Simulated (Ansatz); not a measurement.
# Energy profile

The step: Si₂H₆O ([SiH3][O][SiH3]) + HF → Si₂H₅OF ([F][SiH2][O][SiH3]) + H₂; bonds formed: Si1–F8, H2–H7; bonds broken: Si1–H2, H7–F8 (atoms numbered as in the saddle structure below).

```csv
atom,x (Å),y (Å),z (Å)
Si1,-0.6931,0.7555,-0.7653
H2,0.4818,1.7746,-1.4545
O3,-0.3644,-0.7719,-0.3348
Si4,0.3725,-1.5704,0.9094
H5,-1.1609,0.5813,-2.1665
H6,-1.7334,1.5197,-0.0521
H7,0.7608,1.7904,-0.5290
F8,0.5902,1.4016,0.6006
H9,-0.1164,-1.0714,2.2178
H10,1.8435,-1.4072,0.8171
H11,0.0192,-3.0024,0.7572
```

Electronic energies by CCSD(T) at an estimated basis limit (MP2 extrapolated from triple and quadruple zeta, plus CCSD(T) − MP2 in triple zeta), on PBE0-D4/def2-TZVP structures; Si$_{2}$H$_{7}$OF, singlet; no counterpoise correction. Computed with Ansatz 0.2.0 (basis: def2-TZVPP and def2-QZVPP); correlated methods freeze the cores. Extrapolation: Hartree–Fock as exp(−7.88 √X), correlation as X^−2.97.

(1) Give the profile in eV, counted from the separated reactants. (Judge from chemistry; the value comes from the calculation.)

T1 diagnostic: at most 0.013.

Results:

(1) The calculation gives:
```json
{"point": "separated: Si$_{2}$H$_{6}$O (linked as [SiH3][O][SiH3]; Si1, H2, O3, Si4, H5, H6, H9, H10, H11; singlet) + HF (H7, F8; singlet)", "eV": "0.000"}
{"point": "start structure", "eV": "-0.092"}
{"point": "saddle", "eV": "1.294"}
{"point": "end structure", "eV": "-1.421"}
{"point": "separated: Si$_{2}$H$_{5}$OF (linked as [F][SiH2][O][SiH3]; Si1, O3, Si4, H5, H6, F8, H9, H10, H11; singlet) + H$_{2}$ (H2, H7; singlet)", "eV": "-1.398"}
```

For scale, one of the runs: CCSD(T)/def2-TZVPP, 244 basis functions, launched by `ansatz run in.yaml --threads 4 --pin off --events-out ev --progress --plain --max-ram 9574MiB`. The run took 110 s on 4 CPU threads of an Arm Neoverse V1 (shared host), with 4.7 GiB of host memory at its peak.
